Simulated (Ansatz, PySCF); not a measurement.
Input for Ansatz (a first-principles code):
Ansatz 0.2 input:
```yaml
crystal:
  periodic: [false, false, false]
  atoms:
    - {symbol: Mg, position_ang: [-0.70041939, -0.42345441, -0.55685175]}
    - {symbol: C, position_ang: [0.84148593, 0.50873938, 0.66900334]}
    - {symbol: H, position_ang: [1.39079728, -0.24323880, 1.24644507]}
    - {symbol: H, position_ang: [0.40242325, 1.22235601, 1.37513956]}
    - {symbol: H, position_ang: [1.56289657, 1.04989940, 0.04661630]}
basis:
  gaussian:
    orbitals: STO-3G
hamiltonian:
  xc: r2scan
magnetization: {spin_polarized: true, initial_magnetization: 1}
accuracy: high
```

Problem. Convert this to an input for PySCF.

Solution. This is not unique; one that fits is 
```python
from pyscf import gto, scf, dft

mol = gto.M(
    atom='''
Mg   -0.700419   -0.423454   -0.556852
C     0.841486    0.508739    0.669003
H     1.390797   -0.243239    1.246445
H     0.402423    1.222356    1.375140
H     1.562897    1.049899    0.046616
''',
    basis='sto-3g',
    charge=0,
    spin=1,
    verbose=4,
)

mf = dft.UKS(mol)
mf.xc = 'r2scan'
mf.grids.atom_grid = (99, 590)
mf.grids.prune = None
mf.kernel()
```

Both were run: Ansatz gave -236.845297 Eh and PySCF -236.845291 Eh, 0.006 mEh apart.
